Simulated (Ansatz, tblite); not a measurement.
Spin states of Sn₂S (the lowest singlet isomer of a short search), each relaxed with B3LYP-D4/def2-TZVP in Ansatz. Electronic energies in the gas phase.

In the def2 sets Sn takes a core potential; there is no spin–orbit coupling. The xTB rows come from tblite. Correlated methods freeze 13 core orbitals; core or outer-core shells of Sn are correlated, in sets that lack core-valence functions. In CCSD on the charge 0 triplet the largest single amplitude is 0.26, so its Hartree–Fock determinant may place the open shell otherwise than the density functionals do. The structure comes from a short search, and lower isomers may exist.

Singlet geometry (C2v within 0.1 Å):

```xyz
3

Sn   -0.138   -0.173    1.591
Sn   -1.021    0.552   -1.111
S     1.159   -0.379   -0.480
```

Triplet geometry (C2v within 0.1 Å):

Cartesian coordinates in Å:
```
Sn -0.249 -1.575 0.099
Sn 0.395 0.900 -1.259
S -0.147 0.675 1.161
```

Quintet geometry (C2v within 0.1 Å):

Cartesian coordinates in Å:
```
Sn 0.4087 1.6701 -0.4279
Sn -1.4250 -0.6881 0.7971
S 1.0163 -0.9820 -0.3692
```

⟨S²⟩: triplet 2.01 at PBE0-D4/def2-TZVP (pure 2.00), quintet 6.01 at PBE0-D4/def2-TZVP (pure 6.00).

Run but left out: HF/STO-3G (singlet: restricted singlet, unstable in another Hartree–Fock run and untested here); HF/def2-TZVP, HF/def2-TZVPP (singlet: restricted singlet, unstable towards broken spin symmetry).

Only these spin states were relaxed.

```tsv
level	triplet − singlet (kcal/mol)	quintet − singlet (kcal/mol)	lowest of these	remarks
GFN1-xTB	28.2	122.8	singlet	–
GFN2-xTB	26.4	102.8	singlet	–
revPBE-D4/def2-TZVP	12.6	72.5	singlet	–
r2SCAN-D4/def2-TZVP	10.8	70.3	singlet	–
PBE0-D4/def2-TZVP	13.5	71.7	singlet	–
RPA@PBE/def2-TZVP	14.4	71.9	singlet	–
MP2/def2-TZVPP	20.1	81.0	singlet	restricted SCF unstable (singlet)
CCSD/def2-TZVPP	16.5	69.5	singlet	large T1 (0.020) (singlet), restricted SCF unstable (singlet)
```

The xTB methods have no term that favours high spin, so they put low spin too low.
